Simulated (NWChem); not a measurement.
Species: BeHOCl; SMILES [OH][Be][Cl]

```xyz
4

Be     0.0455     0.6333     0.0000
Cl    -0.0808    -1.1798     0.0000
O      0.2029     2.0338     0.0000
H     -0.4320     2.7421     0.0000
```
Atoms are numbered in this order, from 1.

Computed with NWChem. All runs use the structure optimised with PBE0-D3(BJ)/def2-TZVP. Static field.

What does the run give for Hartree-Fock/aug-cc-pVDZ? Quantities: isotropic polarisability (bohr³); anisotropy (bohr³).


| Property | Value |
|---|---|
| isotropic polarisability (bohr³) | 28.2 |
| anisotropy (bohr³) | 9.8 |
